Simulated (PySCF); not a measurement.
Job for PySCF: D3(BJ) and D4 dispersion corrections on C2H6BF (SMILES CB(C)F), a point of a torsion scan.

```python
from pyscf import gto
from pyscf.dispersion import dftd3, dftd4

mol = gto.M(
    atom='''
    C    -1.35502480   -0.18930181   -0.25244613
    B    -0.21674071    0.56377276    0.54127697
    C     0.98228000   -0.14437216    1.28513906
    F    -0.27248722    1.88943808    0.58155099
    H    -1.61350611    0.33135174   -1.17197599
    H    -1.10605638   -1.21770608   -0.49507344
    H    -2.26302086   -0.20967482    0.35009410
    H     1.32881415    0.42891283    2.14152520
    H     1.82884800   -0.22652651    0.60344128
    H     0.74476521   -1.15195807    1.61345239
    ''',
    basis='def2-svp',
    charge=0, spin=0, verbose=0, max_memory=1800)
d3, d4 = {}, {}
for xc in ['hf', 'pbe', 'blyp', 'revpbe', 'tpss', 'r2scan', 'b3lyp', 'pbe0', 'bhlyp', 'camb3lyp', 'b2plyp']:
    d3[xc] = float(dftd3.DFTD3Dispersion(mol, xc=xc, version='d3bj', atm=False).get_dispersion()['energy'])
    print(f'D3(BJ) {xc:10s} {d3[xc]:14.8f} Eh')
for xc in ['hf', 'pbe', 'blyp', 'revpbe', 'tpss', 'r2scan', 'b3lyp', 'pbe0', 'bhlyp', 'camb3lyp', 'b2plyp']:
    d4[xc] = float(dftd4.DFTD4Dispersion(mol, xc={'camb3lyp': 'cam-b3lyp'}.get(xc, xc), atm=True).get_dispersion()['energy'])
    print(f'D4     {xc:10s} {d4[xc]:14.8f} Eh')
```

The log:

```
D3(BJ) hf            -0.04437104 Eh
D3(BJ) pbe           -0.00526928 Eh
D3(BJ) blyp          -0.01091377 Eh
D3(BJ) revpbe        -0.01375904 Eh
D3(BJ) tpss          -0.00649928 Eh
D3(BJ) r2scan        -0.00144094 Eh
D3(BJ) b3lyp         -0.00886087 Eh
D3(BJ) pbe0          -0.00442587 Eh
D3(BJ) bhlyp         -0.00673006 Eh
D3(BJ) camb3lyp      -0.00380857 Eh
D3(BJ) b2plyp        -0.00396591 Eh
D4     hf            -0.01896034 Eh
D4     pbe           -0.00487629 Eh
D4     blyp          -0.01102144 Eh
D4     revpbe        -0.01722049 Eh
D4     tpss          -0.00660420 Eh
D4     r2scan        -0.00122009 Eh
D4     b3lyp         -0.00777764 Eh
D4     pbe0          -0.00405541 Eh
D4     bhlyp         -0.00532269 Eh
D4     camb3lyp      -0.00402215 Eh
D4     b2plyp        -0.00339285 Eh
```

The run finished.

Cost: about 0.020 core-seconds (a rough figure).
